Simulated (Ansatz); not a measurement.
Isolated molecules relaxed with PBE0-D4/def2-TZVP in Ansatz; ΔE leaves out vibrations. CCSD(T)/CBS is the MP2 limit (def2-TZVPP, def2-QZVPP) plus CCSD(T) − MP2 in def2-TZVPP, frozen cores. Functionals use def2-TZVPP. For Ge outer-core shells are correlated without core-valence functions, which leaves a few kJ/mol of doubt a bond. Scalar relativity is left out up to krypton. Each species was taken in one conformer, which may not be the lowest.

`[SiH3][NH][GeH3]` + `CB[SiH](C)F` → `C[SiH](F)B[SiH3]` + `C[NH][GeH3]`  (redistribution)

Question: Is it downhill or uphill in electronic energy at CCSD(T)/CBS, and by how much? (An estimate is asked.)

Answer: The calculation gave: Uphill: ΔE = +153.6 kJ/mol.

Question: What do these levels give: ωB97M-V, PBE, HF/def2-TZVPP, CCSD/def2-TZVPP, CCSD(T)/def2-TZVPP, MP2/def2-QZVPP? (Best estimate.)

Answer: Ansatz gave: ωB97M-V 157.1, PBE 136.3, HF/def2-TZVPP 161.1, CCSD/def2-TZVPP 153.2, CCSD(T)/def2-TZVPP 151.9, MP2/def2-QZVPP 165.2 kJ/mol.

Largest T1 diagnostic among the species: 0.012.

From PBE to PBE0 (25 % exact exchange), in def2-TZVPP and without D4, ΔE moves by +7.5 kJ/mol.
